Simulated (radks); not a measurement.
The numbers below are computed, except where a source is named.
The mean radii <r> (bohr) of the occupied orbitals of an atom or ion are listed with their occupations. Code: a radial shooting solver on a logarithmic mesh with Libxc functionals. Model: non-relativistic Kohn-Sham, PBE, spin-polarised, spherical densities, point nucleus.

| orbital | occ. | <r> |
|---|---|---|
| 1s up | 1 | 0.02075 |
| 1s down | 1 | 0.02075 |
| 2s up | 1 | 0.08776 |
| 2s down | 1 | 0.08775 |
| 2p up | 3 | 0.07426 |
| 2p down | 3 | 0.07425 |
| 3s up | 1 | 0.2216 |
| 3s down | 1 | 0.2215 |
| 3p up | 3 | 0.2116 |
| 3p down | 3 | 0.2115 |
| 3d up | 5 | 0.1857 |
| 3d down | 5 | 0.1856 |
| 4s up | 1 | 0.4561 |
| 4s down | 1 | 0.4566 |
| 4p up | 3 | 0.4555 |
| 4p down | 3 | 0.4560 |
| 4d up | 5 | 0.4492 |
| 4d down | 2 | 0.4497 |

Name the element and its charge. Open shells, if any, are filled with parallel spins first.

Answer. Z = 73, tantalum, charge +30: Ta30+ in [Kr] 4d7. The 1s radius gives Z: for a bare nucleus <r> = 1.5/Z, 0.02055 bohr for Z = 73, and screening makes it slightly larger (0.02075 here). The occupations add up to 43, and the charge is Z minus that.
